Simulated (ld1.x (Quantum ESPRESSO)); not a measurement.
**K, TM: configuration errors across variants**

ld1.x (Quantum ESPRESSO) 7.5 input, shortened:

```
&input
   title='K', zed=19., rel=1, dft='BLYP', iswitch=3,
   config='[Ar] 3d1 4s0 4p0'
 /
 &inputp
   pseudotype=2, tm=.true., lloc=-1, rcloc=3.00,
   nlcc=.true., new_core_ps=.true., rcore=2.20
 /
3
4S  1  0   0.00   0.00  3.95  3.95  0.0
4P  2  1   0.00   0.00  4.20  4.20  0.0
3D  3  2   1.00   0.00  4.20  4.20  0.0
 &test
   configts(1)='3d1 4s0 4p0'
 /
```

All-electron excitation energies from the reference (eV): (1) 3d0 4s1 4p0 -2.538; (2) 3d0 4s0.5 4p0 -0.902; (3) 3d0 4s0 4p1 -0.890.

A true bound ghost makes a file unfit for plane-wave use even where its test errors are small: the radial tests pick states by their node count and pass the ghost by.

Errors AE − PS in meV (a dash: test not solved or not reliable):

```csv
change,(1),(2),(3),bound ghosts
base,-1.3,+1.6,-0.4,none
"all radii but the core radius scaled by about 0.77 (s 3.06, p 3.24, d 3.24 bohr); local potential all-electron potential smoothed inside 2.32 bohr (lloc = -1)",-2.0,-1.6,-3.3,s
"all radii but the core radius scaled by about 0.85 (s 3.36, p 3.58, d 3.58 bohr); local potential all-electron potential smoothed inside 2.56 bohr (lloc = -1)",+0.2,0.0,-2.9,s
"all radii but the core radius scaled by about 0.89 (s 3.52, p 3.74, d 3.74 bohr); local potential all-electron potential smoothed inside 2.68 bohr (lloc = -1)",-0.3,+0.3,-2.3,none
"all radii but the core radius scaled by about 1.06 (s 4.18, p 4.44, d 4.44 bohr); local potential all-electron potential smoothed inside 3.18 bohr (lloc = -1)",-2.3,+2.3,+0.7,none
"all radii but the core radius scaled by about 1.16 (s 4.58, p 4.88, d 4.88 bohr); local potential all-electron potential smoothed inside 3.48 bohr (lloc = -1)",-5.9,+3.4,+3.2,none
"all radii but the core radius scaled by about 1.21 (s 4.80, p 5.10, d 5.10 bohr); local potential all-electron potential smoothed inside 3.64 bohr (lloc = -1)",-8.7,+3.7,+4.5,none
"all radii but the core radius scaled by about 1.30 (s 5.12, p 5.44, d 5.44 bohr); local potential all-electron potential smoothed inside 3.88 bohr (lloc = -1)",-14,+3.7,+6.6,none
```

(1) Give the same row for: all radii but the core radius scaled by about 1.38 (s 5.44, p 5.78, d 5.78 bohr); local potential all-electron potential smoothed inside 4.14 bohr (lloc = -1).

## Answers

(1) -23, +3.0, +7.9; bound ghosts: none.
